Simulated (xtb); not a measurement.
xtb input:

```bash
xtb mol.xyz --gfn 2 --sp --chrg -1 --uhf 0
```
mol.xyz:
```
17

C     -0.70739095     1.40696469    -0.75268804
Si     1.05556192     1.43158572    -0.49864700
C      1.76747712    -0.32945434    -0.28639303
Si     0.71023101    -1.37926594     0.83735708
C     -1.03533119    -1.48594922     0.18595908
Si    -1.83150066     0.24032585    -0.01209568
H     -1.15015388     2.30109546    -1.19075523
H      1.81776143     2.08496070    -1.62650309
H      1.65525996     2.15203299     0.69882349
H      1.79696846    -0.80931939    -1.27019447
H      2.79380735    -0.27697961     0.09038840
H      1.30415977    -2.75111507     1.00276753
H      0.70627258    -0.80652486     2.21615351
H     -1.65164609    -2.11126279     0.83957246
H     -1.00131418    -1.96394689    -0.79860506
H     -2.39170326     0.48217487     1.38085073
H     -3.10803381     0.05247888    -0.79636791
```

### Question
What final total energy does it print?

### Answer
-17.34824 Eh (GFN2-xTB).

It need not be the lowest isomer of its formula. Whether it binds its extra electron was not tested at this geometry.
